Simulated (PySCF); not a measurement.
BF2H4P.
Atom-mapped SMILES: `[BH3-:1][PH+:2]([F:3])[F:4]` (hydrogens: H5, H6, H7 on B1; H8 on P2)

Cartesian coordinates in Å at the PBE0-D3(BJ)/def2-SVP level; atoms count from 1:
```
atom  x, y, z in Å
B1    -1.0616   -0.1537   -0.0569
P2     0.7552    0.1039    0.0326
F3     1.6788   -0.9517   -0.7026
F4     1.3295    1.4516   -0.5686
H5    -1.4175   -0.1135   -1.2161
H6    -1.1536   -1.2407    0.4975
H7    -1.4433    0.7655    0.6546
H8     1.3683    0.1203    1.3072
```

Theory: core-valence-separated Tamm–Dancoff BHandHLYP/aug-pcX-1 (pcseg-1 on H, def2-SVPD on P) in PySCF, non-relativistic, gas phase, PBE0-D3(BJ)/def2-SVP geometry. The energies are unshifted.

**Question.** What does the F 1s absorption edge look like?

**Answer.** 
```
E (eV)       f  core hole on               main final orbital
685.31  0.0529         F3/F4         LUMO (2 roots, f summed)
686.63  0.0248         F3/F4  LUMO/LUMO+1 (2 roots, f summed)
688.14  0.0156         F3/F4       LUMO+1 (2 roots, f summed)
688.94  0.0118         F3/F4       spread (2 roots, f summed)
689.22  0.0229         F3/F4       spread (2 roots, f summed)
```

The first line with a tenth or more of the strongest one's intensity is at 685.31 eV (f = 0.053, sum of 2), with the hole on F3/F4 (phosphorus-bound fluorine). It is also the strongest listed.

**Question.** List the boron K-edge absorption lines.

**Answer.** 
```json
{"E (eV)": "188.00", "f": "0.0024", "core hole on": "B1", "main final orbital": "LUMO (91 %)"}
{"E (eV)": "188.30", "f": "0.0004", "core hole on": "B1", "main final orbital": "LUMO+1 (72 %)"}
{"E (eV)": "189.22", "f": "0.0355", "core hole on": "B1", "main final orbital": "LUMO+2 (45 %)"}
{"E (eV)": "189.75", "f": "0.0016", "core hole on": "B1", "main final orbital": "LUMO+3 (72 %)"}
{"E (eV)": "190.11", "f": "0.0241", "core hole on": "B1", "main final orbital": "LUMO+4 (64 %)"}
{"E (eV)": "190.27", "f": "0.0180", "core hole on": "B1", "main final orbital": "LUMO+5 (44 %)"}
{"E (eV)": "190.84", "f": "0.0200", "core hole on": "B1", "main final orbital": "spread"}
```

The first line with a tenth or more of the strongest one's intensity is at 189.22 eV (f = 0.036), with the hole on B1 (four-coordinate boron). It is also the strongest listed.

Roots within 0.03 eV whose holes lie on the same, on equivalent or on shared atoms are summed into one line, and the highest roots are left out, as the search may have cut off their partners. Final orbitals are the ground state's empty Kohn–Sham orbitals.

**Question.** What are the wavelength and the wavenumber of the 688.94 eV line?

**Answer.** λ = 12398.42 eV Å/688.94 eV = 17.996 Å; 5.5567 × 10⁶ cm⁻¹.

Only the lowest roots of each edge were sought.
